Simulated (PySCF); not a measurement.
Single point on SbC

State: ²Σ⁺ (doublet), unpaired electrons σ ↑.

An equivalent input (the run itself took its basis sets from the Basis Set Exchange, started from a PBE0 density and held the occupation σ 7α 6β, πx 3α 3β, πy 3α 3β, δx 1α 1β, δy 1α 1β):

```python
from pyscf import gto, dft
mol = gto.M(atom='Sb 0 0 0; C 0 0 1.878', basis={'Sb': 'def2-SVP', 'C': 'def2-SVP'}, ecp={'Sb': 'def2-SVP'},
            charge=0, spin=1, verbose=4, symmetry='C2v')
mf = dft.UKS(mol, xc='BLYP')
mf.grids.atom_grid = (80, 434)
mf.grids.prune = dft.gen_grid.treutler_prune
mf.irrep_nelec = {'A1': (8, 7), 'A2': (1, 1), 'B1': (3, 3), 'B2': (3, 3)}
mf.conv_tol = 1e-9
mf.max_cycle = 60
mf.diis_space = 10
mf.kernel()
```

The log (some set-up lines and the per-cycle HOMO/LUMO lines removed):

```
******** <class 'pyscf.dft.uks_symm.SymAdaptedUKS'> ********
method = SymAdaptedUKS
damping factor = 0
level_shift factor = 0
DIIS = <class 'pyscf.scf.diis.CDIIS'>
diis_start_cycle = 1
diis_space = 10
diis_damp = 0
SCF conv_tol = 1e-09
SCF conv_tol_grad = None
SCF max_cycles = 60
number electrons alpha = 15  beta = 14
Set gradient conv threshold to 3.16228e-05
init E= -278.089853024891
cycle= 1 E= -278.092284427789  delta_E= -0.00243  |g|= 0.0619  |ddm|= 0.197
cycle= 2 E= -278.007989899156  delta_E= 0.0843  |g|= 0.343  |ddm|= 0.378
cycle= 3 E= -278.094995913721  delta_E= -0.087  |g|= 0.0277  |ddm|= 0.345
cycle= 4 E= -278.095783177146  delta_E= -0.000787  |g|= 0.0052  |ddm|= 0.0397
cycle= 5 E= -278.095962429917  delta_E= -0.000179  |g|= 0.00333  |ddm|= 0.0392
cycle= 6 E= -278.096014542358  delta_E= -5.21e-05  |g|= 0.00108  |ddm|= 0.0256
cycle= 7 E= -278.09601898636  delta_E= -4.44e-06  |g|= 0.000202  |ddm|= 0.00913
cycle= 8 E= -278.096019035181  delta_E= -4.88e-08  |g|= 3.35e-05  |ddm|= 0.000692
cycle= 9 E= -278.096019036681  delta_E= -1.5e-09  |g|= 8.66e-06  |ddm|= 0.000138
cycle= 10 E= -278.096019036733  delta_E= -5.2e-11  |g|= 1.25e-06  |ddm|= 1.47e-05
Extra cycle  E= -278.096019036734  delta_E= -1.25e-12  |g|= 7.76e-07  |ddm|= 2.86e-06
converged SCF energy = -278.096019036734  <S^2> = 0.78824902  2S+1 = 2.0378901
```

Repeating this along the bond gives Re = 1.911 Å and ωe = 820 cm⁻¹.

A point of this curve took 0.42 CPU seconds beside 0.081 for the integrals (shared host).

Spin–orbit coupling is left out. The state is the lowest determinant that a PBE0 search found; another state may lie lower at other levels.
